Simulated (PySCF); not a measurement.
Working out the ionisation energy of S²⁺

S²⁺ [Ne] 3s2 3p2 (3P) → S³⁺ [Ne] 3s2 3p1 (2P). Computed with PySCF 2.14 in x2c-TZVPall (5s5p2d1f, 37 functions), with the spin-free X2C one-electron Hamiltonian (Gaussian nucleus). Frozen: [Ne]. Energies in hartree (1 hartree = 27.21139 eV):

| part | S²⁺ (lower) | S³⁺ (upper) |
| --- | --- | --- |
| UHF | -397.411084 | -396.156485 |
| CCSD correlation | -0.087657 | -0.069079 |
| (T) | -0.002077 | -0.000951 |

Task: What does Hartree-Fock give?

Result: (-396.156485) − (-397.411084) = 1.254599 hartree = 34.139 eV.

Task: What do CCSD and CCSD(T) give?

Result: The CCSD correlation energies differ by 0.018578 hartree = 0.506 eV and the triples by 0.001126 hartree = 0.031 eV, so CCSD gives 34.645 eV and CCSD(T) 34.676 eV.

Reference: 34.86 ± 0.04 eV (semi-empirical (NIST evaluation); NIST Atomic Spectra Database, ionization energies), between the lowest levels; spin-orbit coupling is absent from the calculation.

What remains against the reference includes basis incompleteness, the frozen core and higher excitations.
